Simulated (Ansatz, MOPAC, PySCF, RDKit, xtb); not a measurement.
Noncovalent pair: C2H4 (SMILES C=C) (first 6 atoms) with CH5N (SMILES CN); geometry from B3LYP-D3(BJ)/def2-TZVP, rigid monomers moved along the line of their centres of mass till H5···N8 is 2.23 Å.
(charge 0, multiplicity 1):
```xyz
13

C     -0.64297     0.26062     0.06777
C      0.54211    -0.19982     0.44388
H     -0.91349     0.36676    -0.97638
H     -1.39485     0.55140     0.79203
H      0.81222    -0.30577     1.48927
H      1.28680    -0.48808    -0.28980
C     -0.62918     0.32271     3.70532
N      0.72446    -0.23261     3.72075
H     -1.29397    -0.37068     3.18808
H     -0.62682     1.25423     3.13747
H     -1.05757     0.52930     4.69493
H      0.74935    -1.10819     4.22920
H      1.36766     0.39813     4.18365
```

```csv
level,interaction energy (kcal/mol),cost
MMFF94,3.28,-
GFN-FF,-1.62,-
AM1,1.54,-
PM3,0.54,-
PM6,-0.26,-
PM7,-1.11,-
HF/STO-3G (no counterpoise),0.05,-
PBE-D3(BJ)/def2-TZVPPD,-1.69,×1
PBE-D4/def2-TZVPPD,-1.64,×1
B3LYP/6-31G* (no counterpoise),-0.85,-
B3LYP-D3(BJ)/def2-TZVPPD,-1.43,×1
PBE0-D4/def2-TZVPPD,-1.56,×1
M06-2X/6-31G* (no counterpoise),-2.70,-
CCSD(T)/aug-cc-pVDZ,-0.62,×10
```

The rows run from -2.70 (M06-2X/6-31G* (no counterpoise)) to 3.28 kcal/mol (MMFF94).

Counterpoise-corrected where a basis set is named; no monomer relaxation. Rows marked so take none.

Correlated levels freeze the cores. Rows in 6-31G*, STO-3G carry no dispersion term and start afresh at each structure (6-31G* with six Cartesian d functions). The state that AM1, PM3, PM6, PM7 reach isn't checked; PM7 holds dispersion and hydrogen-bond terms.

Run with Ansatz (a quantum-chemistry and plane-wave program); MOPAC for AM1, PM3, PM6, PM7 (differences of heats of formation); PySCF for 6-31G* rows, STO-3G rows, the dispersion terms; RDKit for the force fields; xtb for the GFN methods. Values without a source in brackets are computed.

Costs are rough ratios of core time to PBE/def2-TZVPPD (about 6 s over the structures, on one shared machine); a dash marks a level with no comparable run of its own.
